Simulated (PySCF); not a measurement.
PySCF input file for GeH, SMILES [GeH] (connectivity only; charge and spin as stated), charge +1, multiplicity 1, PBE0-D3(BJ)/def2-TZVPD. Geometry: PBE0-D3(BJ)/def2-TZVPD. The multiplicity is an assumed one; other spin states were not compared.

```python
import numpy as np
from pyscf import gto, scf, dft, df
from pyscf.hessian import thermo

mol = gto.M(
    atom='''
    Ge    0.00000000    0.00000000   -0.04812468
    H     0.00000000    0.00000000    1.53998978
    ''',
    basis='def2-TZVPD',
    charge=1,
    spin=0,
    max_memory=1600,
    verbose=3,
)
mf = dft.RKS(mol, xc='pbe0').density_fit(auxbasis='def2-universal-jkfit')
mf.disp = 'd3bj'
mf.grids.level = 3
mf.conv_tol = 1e-11
mf.max_cycle = 100
mf.kernel()

# [left out here: the lines that compute and print the analytic Hessian (its translational invariance restored by hand, since the grid's response is missing), thermochemistry and intensities]
```

It prints:

```
converged SCF energy = -2076.97571027076

WARN: DFTD3 does not support analytical Hessian, using finite difference


WARN: Mole.unit (angstrom) is changed to Bohr

Mode                                 0
Irrep
Freq [cm^-1]                     2018.2469
Reduced mass [au]                   1.0218
Force const [Dyne/A]                2.4522
Char temp [K]                    2903.8079
Normal mode                   x     y     z
       0  Ge                 0.00  0.00 -0.01
       1   H                 0.00  0.00  0.99
temperature 298.1500 [K]
pressure 101325.00 [Pa]
Rotational constants [GHz] inf 201.54824 201.54824
Symmetry number 1
Zero-point energy (ZPE) 0.00460 [Eh]   12071.797 [J/mol]
                           tot       elec      trans        rot        vib
Entropy [J/mol/K]       199.188      0.000    162.364     36.819      0.005
Cv [J/mol/K]             20.833      0.000     12.472      8.314      0.046
Cp [J/mol/K]             29.147      0.000     20.786      8.314      0.046
Internal energy [J/mol]                      3718.434   2478.956  12073.220
Internal energy [Eh]   -2076.96875  -2076.97571
Enthalpy [J/mol]                             6197.391   2478.956  12073.220
Enthalpy [Eh]          -2076.96781
Gibbs free energy [J/mol]                  -42211.325  -8498.555  12071.651
Gibbs free energy [Eh] -2076.99043
mode   freq/cm-1   IR/(km/mol)
   1     2018.25       112.601
max |gradient| / (hartree/bohr): 5.54931304901961e-05
APT charges: [ 1.0592 -0.0592]
```

The run converged.
